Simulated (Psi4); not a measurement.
hydrogen chloride (HCl), singlet, geometry from GFN2-xTB; CCSD(T)/def2-SVPD (Psi4).

Input for Psi4:
```
memory 2 GB

molecule mol {
0 1
Cl   -0.000000   -0.000000   -0.070946
H     0.000000    0.000000    1.206076
}

set {
  basis def2-svpd
  reference rhf
  freeze_core true
  mp2_type conv
  scf_type pk
  puream true
  d_convergence 1e-8
}

energy('ccsd(t)')
print_variables()
```

### Question
What does Psi4 print? Leave out banner, timings and long lists.

### Answer

```
   => Loading Basis Set <=

    Name: DEF2-SVPD
    Role: ORBITAL
    Keyword: BASIS

         ---------------------------------------------------------
                                   SCF
               by Justin Turney, Rob Parrish, Andy Simmonett
                          and Daniel G. A. Smith
                              RHF Reference
         ---------------------------------------------------------

  ==> Geometry <==

    Molecular point group: c2v
    Full point group: C_inf_v

    Geometry (in Angstrom), charge = 0, multiplicity = 1:

       Center              X                  Y                   Z               Mass
    ------------   -----------------  -----------------  -----------------  -----------------
         CL           0.000000000000     0.000000000000    -0.035773585002    34.968852682000
         H            0.000000000000     0.000000000000     1.241248414998     1.007825032230

  Running in c2v symmetry.

  Rotational constants: A = ************  B =     10.55247  C =     10.55247 [cm^-1]
  Rotational constants: A = ************  B = 316355.19612  C = 316355.19612 [MHz]
  Nuclear repulsion =    7.044524355406563

  Charge       = 0
  Multiplicity = 1
  Electrons    = 18
  Nalpha       = 9
  Nbeta        = 9

  ==> Algorithm <==

  SCF Algorithm Type is PK.
  DIIS enabled.
  MOM disabled.
  Fractional occupation disabled.
  Guess Type is SAD.
  Energy threshold   = 1.00e-08
  Density threshold  = 1.00e-08
  Integral threshold = 1.00e-12

  ==> Primary Basis <==

  Basis Set: DEF2-SVPD
    Blend: DEF2-SVPD
    Number of shells: 15
    Number of basis functions: 35
    Number of Cartesian functions: 37
    Spherical Harmonics?: true
    Max angular momentum: 2

  ==> Integral Setup <==

  Using in-core PK algorithm.
   Calculation information:
      Number of atoms:                   2
      Number of AO shells:              15
      Number of primitives:             27
      Number of atomic orbitals:        37
      Number of basis functions:        35

      Integral cutoff                 1.00e-12
      Number of threads:                 1

  Performing in-core PK
  Using 397530 doubles for integral storage.
  We computed 7260 shell quartets total.
  Whereas there are 7260 unique shell quartets.

  ==> DiskJK: Disk-Based J/K Matrices <==

    J tasked:                  Yes
    K tasked:                  Yes
    wK tasked:                  No
    Schwarz Cutoff:          1E-12

  Minimum eigenvalue in the overlap matrix is 7.5044712025E-03.
  Reciprocal condition number of the overlap matrix is 1.9651440834E-03.
    Using symmetric orthogonalization.

  ==> Pre-Iterations <==

  SCF Guess: Superposition of Atomic Densities via on-the-fly atomic UHF (no occupation information).

   -------------------------
    Irrep   Nso     Nmo
   -------------------------
     A1        17      17
     A2         2       2
     B1         8       8
     B2         8       8
   -------------------------
    Total      35      35
   -------------------------

  ==> Iterations <==

                        Total Energy        Delta E     RMS |[F,P]|

   @RHF iter SAD:  -459.78045965685317   -4.59780e+02   0.00000e+00
   @RHF iter   1:  -459.92762345752561   -1.47164e-01   8.05941e-03 ADIIS/DIIS
   @RHF iter   2:  -459.94555192065314   -1.79285e-02   2.87542e-03 ADIIS/DIIS
   @RHF iter   3:  -459.94752865962539   -1.97674e-03   6.12102e-04 ADIIS/DIIS
   @RHF iter   4:  -459.94775592400987   -2.27264e-04   1.41191e-04 ADIIS/DIIS
   @RHF iter   5:  -459.94777048106937   -1.45571e-05   1.89942e-05 DIIS
   @RHF iter   6:  -459.94777072567035   -2.44601e-07   4.51821e-06 DIIS
   @RHF iter   7:  -459.94777073797331   -1.23030e-08   8.97914e-07 DIIS
   @RHF iter   8:  -459.94777073842090   -4.47585e-10   8.99340e-08 DIIS
   @RHF iter   9:  -459.94777073842494   -4.03588e-12   8.81056e-09 DIIS
  Energy and wave function converged.

  ==> Post-Iterations <==

    Orbital Energies [Eh]
    ---------------------

    Doubly Occupied:

[...]
    Virtual:

[...]
    Final Occupation by Irrep:
             A1    A2    B1    B2
    DOCC [     5,    0,    2,    2 ]
    NA   [     5,    0,    2,    2 ]
    NB   [     5,    0,    2,    2 ]

  @RHF Final Energy:  -459.94777073842494

   => Energetics <=

    Nuclear Repulsion Energy =              7.0445243554065629
    One-Electron Energy =                -649.4523638502417953
    Two-Electron Energy =                 182.4600687564102941
    Total Energy =                       -459.9477707384249356

Computation Completed

Properties will be evaluated at   0.000000,   0.000000,   0.000000 [a0]

Properties computed using the SCF density matrix

 Multipole Moments:

 ------------------------------------------------------------------------------------
     Multipole            Electronic (a.u.)      Nuclear  (a.u.)        Total (a.u.)
 ------------------------------------------------------------------------------------

 L = 1.  Multiply by 2.5417464519 to convert [e a0] to [Debye]
 Dipole X            :          0.0000000            0.0000000            0.0000000
 Dipole Y            :          0.0000000            0.0000000            0.0000000
 Dipole Z            :         -0.7099988            1.1963808            0.4863821
 Magnitude           :                                                    0.4863821

 ------------------------------------------------------------------------------------

 MINTS: Wrapper to libmints.
   by Justin Turney

   Calculation information:
      Number of threads:                 1
      Number of atoms:                   2
      Number of AO shells:              15
      Number of SO shells:              15
      Number of primitives:             27
      Number of atomic orbitals:        37
      Number of basis functions:        35

      Number of irreps:                  4
      Integral cutoff                 1.00e-12
      Number of functions per irrep: [  17    2    8    8 ]

[...]

	Size of irrep 0 of tijab amplitudes:       0.001 (MW) /      0.011 (MB)
	Size of irrep 1 of tijab amplitudes:       0.000 (MW) /      0.002 (MB)
	Size of irrep 2 of tijab amplitudes:       0.001 (MW) /      0.005 (MB)
	Size of irrep 3 of tijab amplitudes:       0.001 (MW) /      0.005 (MB)
	Total:                                     0.003 (MW) /      0.023 (MB)

	Nuclear Rep. energy          =      7.04452435540656
	SCF energy                   =   -459.94777073842494
	One-electron energy          =    -31.05987719502443
	Two-electron energy          =     12.82639097101204
	Reference energy             =   -459.94777073842494

            **************************
            *                        *
            *        CCENERGY        *
            *                        *
            **************************

    Nuclear Rep. energy (wfn)     =    7.044524355406563
    SCF energy          (wfn)     = -459.947770738424936
    Reference energy    (file100) = -459.947770738424936

    Input parameters:
    -----------------
    Wave function   =     CCSD_T
    Reference wfn   =     RHF
    Brueckner       =     No
    Maxiter         =     50
    R_Convergence   =     1.0e-07
    E_Convergence   =     1.0e-06
    Restart         =     Yes
    DIIS            =     Yes
    AO Basis        =     NONE
    ABCD            =     NEW
    Cache Level     =     2
    Cache Type      =     LOW
    Print Level     =     1
    Num. of threads =     1
    # Amps to Print =     10
    Print MP2 Amps? =     No
    Analyze T2 Amps =     No
    Print Pair Ener =     No
    Local CC        =     No
    SCS-MP2         =     False
    SCSN-MP2        =     False
    SCS-CCSD        =     False

MP2 correlation energy -0.1584402596691643
                Solving CC Amplitude Equations
                ------------------------------
  Iter             Energy              RMS        T1Diag      D1Diag    New D1Diag    D2Diag
  ----     ---------------------    ---------   ----------  ----------  ----------   --------
     0        -0.158440259669164    0.000e+00    0.000000    0.000000    0.000000    0.116729
     1        -0.171244741305521    3.293e-02    0.004868    0.008489    0.008489    0.129760
     2        -0.174767649426464    1.018e-02    0.006317    0.011420    0.011420    0.135874
     3        -0.175002365057340    2.138e-03    0.006768    0.012122    0.012122    0.136843
     4        -0.175005164357538    5.022e-04    0.006833    0.012245    0.012245    0.137071
     5        -0.175000355100509    9.019e-05    0.006844    0.012260    0.012260    0.137086
     6        -0.174999923035315    1.995e-05    0.006846    0.012263    0.012263    0.137086
     7        -0.175000091382581    5.587e-06    0.006846    0.012264    0.012264    0.137087
     8        -0.175000099086904    1.357e-06    0.006846    0.012265    0.012265    0.137087
     9        -0.175000078582489    3.675e-07    0.006846    0.012265    0.012265    0.137087
    10        -0.175000081664383    8.545e-08    0.006846    0.012264    0.012264    0.137087

    Iterations converged.

    Largest TIA Amplitudes:
              2  15        -0.0070633884
              3  21        -0.0070633884
              1   4        -0.0066311179
              1  10        -0.0063987523
              2  14        -0.0061110992
              3  20        -0.0061110992
              1   9         0.0056189811
              2  18         0.0035545094
              3  24         0.0035545094
              1   5         0.0028645502

    Largest TIjAb Amplitudes:
      1   1   2   2        -0.0410023694
      2   2  18  18        -0.0236923946
      3   3  24  24        -0.0236923946
      1   1   2   6         0.0226984512
      1   1   6   2         0.0226984512
      2   2   8   8        -0.0226322119
      2   2  13  13        -0.0226322119
      3   3   8   8        -0.0226322119
      3   3  13  13        -0.0226322119
      1   1   6   6        -0.0225672150

    SCF energy       (wfn)                    = -459.947770738424936
    Reference energy (file100)                = -459.947770738424936

    Opposite-spin MP2 correlation energy      =   -0.118841032003584
    Same-spin MP2 correlation energy          =   -0.039599227665580
    Singles MP2 correlation energy            =   -0.000000000000000
    MP2 correlation energy                    =   -0.158440259669164
      * MP2 total energy                      = -460.106210998094127

    Opposite-spin CCSD correlation energy     =   -0.136753267910763
    Same-spin CCSD correlation energy         =   -0.038246813753620
    Singles CCSD correlation energy           =    0.000000000000000
    CCSD correlation energy                   =   -0.175000081664383
      * CCSD total energy                     = -460.122770820089329

            **************************
            *                        *
            *        CCTRIPLES       *
            *                        *
            **************************

    Wave function   =    CCSD_T
    Reference wfn   =      RHF

    Nuclear Rep. energy (wfn)                =    7.044524355406563
    SCF energy          (wfn)                = -459.947770738424936
    Reference energy    (file100)            = -459.947770738424936
    CCSD energy         (file100)            =   -0.175000081664383
    Total CCSD energy   (file100)            = -460.122770820089329

    Number of ijk index combinations:               20
    Approx. words needed per explicit thread:            6912
    Number of threads for explicit ijk threading:    1

    MKL num_threads set to 1 for explicit threading.

    (T) energy                                =   -0.003732012124239
      * CCSD(T) total energy                  = -460.126502832213532

  Variable Map:
  ----------------------------------------------------------------------------
[...]
  Array Variable Map:
  ----------------------------------------------------------------------------
[...]
[...]
```
